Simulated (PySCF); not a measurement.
A run for PySCF: R-M06-2X/def2-TZVPP on CH4SSe (SMILES CS[SeH]), a point of a torsion scan.

```python
from pyscf import gto, dft

mol = gto.M(
    atom='''
    C    -0.89801170   -0.16644539    0.00971308
    S     0.05693466    1.34835892   -0.35853606
    Se    2.08265519    0.77444500    0.14249042
    H    -0.61543630   -0.95794700   -0.67680683
    H    -1.93943064    0.09966046   -0.13497447
    H    -0.72874370   -0.46750266    1.03842126
    H     2.48987698    0.25697617   -1.16526632
    ''',
    basis='def2-tzvpp',
    charge=0, spin=0, verbose=4, max_memory=1800)
mf = dft.RKS(mol, xc='m062x').density_fit(auxbasis='def2-universal-jkfit')
mf.grids.level = 4
mf.conv_tol = 1e-9
mf.max_cycle = 150
mf.kernel()
mf.dip_moment()
```

Program output:

```
PySCF version 2.14.0

[INPUT] verbose = 4
[INPUT] num. atoms = 7
[INPUT] num. electrons = 60
[INPUT] charge = 0
[INPUT] spin (= nelec alpha-beta = 2S) = 0
[INPUT] symmetry False subgroup None
[INPUT] Mole.unit = angstrom
[INPUT] Symbol           X                Y                Z      unit          X                Y                Z       unit  Magmom
[INPUT]  1 C     -0.898011700000  -0.166445390000   0.009713080000 AA   -1.696996169655  -0.314536201796   0.018355061026 Bohr   0.0
[INPUT]  2 S      0.056934660000   1.348358920000  -0.358536060000 AA    0.107590914395   2.548029076414  -0.677534959181 Bohr   0.0
[INPUT]  3 Se     2.082655190000   0.774445000000   0.142490420000 AA    3.935647921004   1.463488948539   0.269267869174 Bohr   0.0
[INPUT]  4 H     -0.615436300000  -0.957947000000  -0.676806830000 AA   -1.163006054116  -1.810257471849  -1.278979547935 Bohr   0.0
[INPUT]  5 H     -1.939430640000   0.099660460000  -0.134974470000 AA   -3.664992747190   0.188330974848  -0.255064782108 Bohr   0.0
[INPUT]  6 H     -0.728743700000  -0.467502660000   1.038421260000 AA   -1.377126008002  -0.883451989906   1.962331783326 Bohr   0.0
[INPUT]  7 H      2.489876980000   0.256976170000  -1.165266320000 AA    4.705185576059   0.485614581840  -2.202034206980 Bohr   0.0

nuclear repulsion = 247.618453499268
number of shells = 65
number of NR pGTOs = 276
number of NR cGTOs = 177
basis = def2-tzvpp
ecp = {}


******** <class 'pyscf.df.df_jk.DFRKS'> ********
method = DFRKS
initial guess = minao
damping factor = 0
level_shift factor = 0
DIIS = <class 'pyscf.scf.diis.CDIIS'>
diis_start_cycle = 1
diis_space = 8
diis_damp = 0
SCF conv_tol = 1e-09
SCF conv_tol_grad = None
SCF max_cycles = 150
direct_scf = False
XC library pyscf.dft.libxc version 7.1.2
    S. Lehtola, C. Steigemann, M. J. T. Oliveira, and M. A. L. Marques,  SoftwareX 7, 1–5 (2018)
XC functionals = m062x
    Y. Zhao and D. G. Truhlar,  Theor. Chem. Acc. 120, 215 (2008)
    Y. Zhao and D. G. Truhlar,  Theor. Chem. Acc. 120, 215 (2008)
radial grids:
    Treutler-Ahlrichs [JCP 102, 346 (1995); DOI:10.1063/1.469408] (M4) radial grids

becke partition: Becke, JCP 88, 2547 (1988); DOI:10.1063/1.454033
pruning grids: <function nwchem_prune>
grids dens level: 4
symmetrized grids: False
atomic radii adjust function: <function treutler_atomic_radii_adjust>
small_rho_cutoff = 0
Set gradient conv threshold to 3.16228e-05
Initial guess from minao.
tot grids = 150320
******** <class 'pyscf.df.df.DF'> ********
auxbasis = def2-universal-jkfit
init E= -2839.56189552335
  HOMO = -0.276054410825284  LUMO = -0.071919258790988  gap/eV = 5.55480
cycle= 1 E= -2840.25783620807  delta_E= -0.696  |g|= 0.262  |ddm|=  2.1
  HOMO = -0.28659491183622  LUMO = -0.000426885092718265  gap/eV = 7.78703
cycle= 2 E= -2840.26856865361  delta_E= -0.0107  |g|= 0.164  |ddm|= 0.35
  HOMO = -0.294193298014736  LUMO = -0.00081537874651616  gap/eV = 7.98322
cycle= 3 E= -2840.27266910932  delta_E= -0.0041  |g|= 0.0354  |ddm|= 0.136
  HOMO = -0.297748009757552  LUMO = -0.00073791819949065  gap/eV = 8.08206
cycle= 4 E= -2840.27293132415  delta_E= -0.000262  |g|= 0.0124  |ddm|= 0.0435
  HOMO = -0.298305539972301  LUMO = -0.00082731917139256  gap/eV = 8.09479
cycle= 5 E= -2840.27297321546  delta_E= -4.19e-05  |g|= 0.00261  |ddm|= 0.0131
  HOMO = -0.298074046829941  LUMO = -0.00055677730018644  gap/eV = 8.09586
cycle= 6 E= -2840.27297520935  delta_E= -1.99e-06  |g|= 0.000626  |ddm|= 0.0031
  HOMO = -0.298137392003565  LUMO = -0.000594985345998111  gap/eV = 8.09654
cycle= 7 E= -2840.27297532852  delta_E= -1.19e-07  |g|= 0.000152  |ddm|= 0.000799
  HOMO = -0.298145383510711  LUMO = -0.000602319595571998  gap/eV = 8.09656
cycle= 8 E= -2840.27297533556  delta_E= -7.04e-09  |g|= 7.22e-05  |ddm|= 0.000225
  HOMO = -0.298143811104323  LUMO = -0.000598421860864562  gap/eV = 8.09662
cycle= 9 E= -2840.27297533703  delta_E= -1.47e-09  |g|= 1.68e-05  |ddm|= 7.69e-05
  HOMO = -0.298144515798018  LUMO = -0.000598500366152166  gap/eV = 8.09664
cycle= 10 E= -2840.27297533714  delta_E= -1.11e-10  |g|= 5.42e-06  |ddm|= 2.93e-05
  HOMO = -0.298144241614903  LUMO = -0.000598156206972789  gap/eV = 8.09664
Extra cycle  E= -2840.27297533715  delta_E= -1.23e-11  |g|= 4.52e-06  |ddm|= 1.03e-05
converged SCF energy = -2840.27297533715
Dipole moment(X, Y, Z, Debye): -0.64199, -1.48846, -0.23731
```

Self-consistency was reached.

Cost: very roughly 40 core-seconds.
